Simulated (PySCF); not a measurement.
**From computed data to an observable: oscillator strength and radiative lifetime**

Al(F)(Br)(OMe) (CH₃AlBrFO), SMILES [O]([Al]([F])[Br])C.

The structure is a stationary point at B3LYP-D3(BJ)/def2-SVP. The values are those of a single conformer.

PySCF with TDA-B3LYP/def2-SVPD puts the first singlet state with f over 0.02 at 5.97 eV (vertical), with the transition dipole (-0.189, -0.410, 0.000) in atomic units.

**Question.** Find the oscillator strength, the wavelength and the radiative lifetime that this transition would have in vacuum if emission retraced absorption.

**Answer.** 
|μ|² = 0.2038 au, so |μ| = 1.15 D. ΔE = 5.97/27.211 = 0.2194 hartree. f = (2/3) ΔE |μ|² = 0.030 (the program prints 0.030).
λ = 1239.84/5.97 = 208 nm; ν = 48151 cm⁻¹.
Einstein's coefficient A = 0.6670 ν² f s⁻¹ (ν in cm⁻¹) = 4.6e7 s⁻¹, so τ = 1/A = 22 ns. This state is S2; the lower singlet has f = 0.000. The figure is the radiative limit of this one transition; relaxation, internal conversion, crossing to triplets and a medium change what is measured.
